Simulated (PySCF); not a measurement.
Sn³³⁺: ionisation energy

Sn³³⁺ [Ne] 3s2 3p5 (2P) → Sn³⁴⁺ [Ne] 3s2 3p4 (3P), as a difference of total energies. Calculation: PySCF 2.14, in an uncontracted even-tempered set (16 s from 5 bohr⁻², ratio 2.5; 11 p from 6.5 bohr⁻², ratio 2.5; 5 d from 30 bohr⁻², ratio 2.7; 4 f from 45 bohr⁻², ratio 2.7); no relativity, point nucleus. Correlated levels: outer shells: 1s2 frozen; virtual orbitals above 40 to 60 times the deepest correlated orbital energy dropped. The calculations carry no spin-orbit coupling.

| method | ionisation energy (eV) |
| --- | --- |
| UHF | 2135.5 |
| MP2 (outer shells) | 2136.4 |
| SCS-MP2 (outer shells) | 2136.3 |
| CCSD (outer shells) | 2136.3 |
| CCSD(T) (outer shells) | 2136.3 |

Spin-orbit coupling is strong in these open shells (close to jj coupling). The scalar numbers leave it out and a first-order estimate fails, so it can dominate the gap to the real levels.

All relativistic terms are absent from these numbers, so their closeness to the reference says little about the methods.

For comparison: 2142.1 ± 2.1 eV (semi-empirical (NIST evaluation); NIST Atomic Spectra Database, ionization energies).
